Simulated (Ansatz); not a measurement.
`[SiH3][CH](S)[SbH2]` + `SS` → `[SiH3]SS` + `S[CH2][SbH2]`  (ligand exchange at the Si–C bond)

Gas-phase electronic energies from Ansatz, PBE0-D4/def2-TZVP geometries. CBS: MP2 limit from def2 TZ/QZ plus the TZ coupled-cluster correction, frozen cores. This one scheme is used for every species. Functionals use def2-TZVPP. HSE06 is defined as in plane-wave codes. Elements past krypton have def2 core potentials. For Sb outer-core shells are correlated without core-valence functions, which leaves a few kJ/mol of doubt a bond. Each species was taken in one conformer, which may not be the lowest.

(1) Is it downhill or uphill in electronic energy at CCSD(T)/CBS, and by how much? (Estimate.)

(2) What do these levels give: revPBE-D4, PBE0-D4, r2SCANh-D4, BHLYP-D4, CAM-B3LYP-D4, ωB97X-V, ωB97M-V, r2SCANh, HSE06, CCSD(T)/def2-TZVPP, HF/def2-QZVPP, CCSD/CBS(def2)? (Best estimate.)

Largest T1 diagnostic among the species: 0.013.

Results:

(1) Computed: Downhill: ΔE = -51.4 kJ/mol.

(2) Computed: revPBE-D4 -53.6, PBE0-D4 -54.9, r2SCANh-D4 -56.3, BHLYP-D4 -54.9, CAM-B3LYP-D4 -54.2, ωB97X-V -54.3, ωB97M-V -53.0, r2SCANh -57.6, HSE06 -58.9, CCSD(T)/def2-TZVPP -50.8, HF/def2-QZVPP -65.2, CCSD/CBS(def2) -53.1 kJ/mol.

The D4 term adds +7.1 kJ/mol with B3LYP and +4.0 kJ/mol with PBE0; it sums over pairs of atoms, weighted by their polarisabilities, and B3LYP, whose exchange is more repulsive, gets the larger term. Leaving LDA and LC-ωPBE aside and taking each functional with its dispersion term where it has one, the values, not all of them listed here, spread over 4.7 kJ/mol, from B2PLYP to ωB97M-V. LDA lies +9.5 kJ/mol from PBE without D4. In def2-TZVPP, CCSD(T) changes the Hartree–Fock value by +15.1 kJ/mol (the triples alone add +1.6 kJ/mol) and MP2 by +15.1 kJ/mol.

B3LYP here is the variant with VWN-RPA as its local correlation; programs differ in this.
